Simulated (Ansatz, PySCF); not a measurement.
**Gd(NH2)3 in two programs**

Gd(NH2)3 (singlet in the valence; each metal's 4f electrons, 7 of them, lie in its core potential, out of spins and levels), relaxed with PySCF 2.14.0, RKS PBE0, Gd lcecp-1-SVP with ECP53, N def2-SVP, H def2-SVP; non-relativistic Hamiltonian with scalar-relativistic core potentials where named; density fitting; no spin-orbit coupling:

```xyz
10

Gd    0.0166   -0.0077    0.1344
N     2.1922    0.0078   -0.1833
H     2.8070    0.8211   -0.2397
H     2.8010   -0.7972   -0.3377
N    -1.0877    1.8895    0.2445
H    -2.1001    2.0100    0.3002
H    -0.7092    2.8368    0.1968
N    -1.0943   -1.9000    0.0001
H    -2.1075   -2.0227    0.0325
H    -0.7180   -2.8377   -0.1479
```

There the HOMO–LUMO gap is 4.91 eV. The 4f levels lie in the core potential and are missing.

The same geometry by Ansatz 0.2.0 (PBE, PAW with the 4f shell of lanthanides and the 5f shell of actinides in the valence, a periodic box with 9 Å of vacuum; gaps over both spins; site moments in spheres, but by Gaussian weights under spin-orbit coupling, so that the two can't be compared; unpaired electrons at the start: 7, along z under spin-orbit coupling; the open shells may stand above their lowest state):

```json
{"spin-orbit coupling": "without", "U on f (eV)": "0", "gap (eV)": "2.41", "spin moment on Gd1 (μB)": "6.75", "orbital moment of its f shell (μB)": "–", "largest force component (eV/Å)": "0.15"}
{"spin-orbit coupling": "without", "U on f (eV)": "5", "gap (eV)": "2.79", "spin moment on Gd1 (μB)": "6.82", "orbital moment of its f shell (μB)": "–", "largest force component (eV/Å)": "0.08"}
{"spin-orbit coupling": "with", "U on f (eV)": "5", "gap (eV)": "2.79", "spin moment on Gd1 (μB)": "6.67", "orbital moment of its f shell (μB)": "0.02", "largest force component (eV/Å)": "0.10"}
```

(1) What does the run with spin-orbit coupling and with U = 0 eV give?

Semilocal functionals tend to give orbital moments well under those of Hund's rules.

Without U the plane-wave gap ends on 4f levels, which the Gaussian run lacks; U moves filled and empty 4f levels apart, though the lowest empty ones can remain 4f.

The spin-orbit runs use fully relativistic datasets of their own, so changes of a few hundredths of an eV needn't come from the coupling.

An lcecp potential fixes the number of 4f electrons, so in runs with it no electron can move into or out of that shell.

Answers

(1) gap (eV): 2.25, spin moment on Gd1 (μB): 6.60, orbital moment of its f shell (μB): 0.03, largest force component (eV/Å): 0.17. It took 90 s on 2 threads of Intel(R) Xeon(R) Platinum 8375C CPU @ 2.90GHz (Ice Lake) (shared host), peak memory 3.1 GiB.
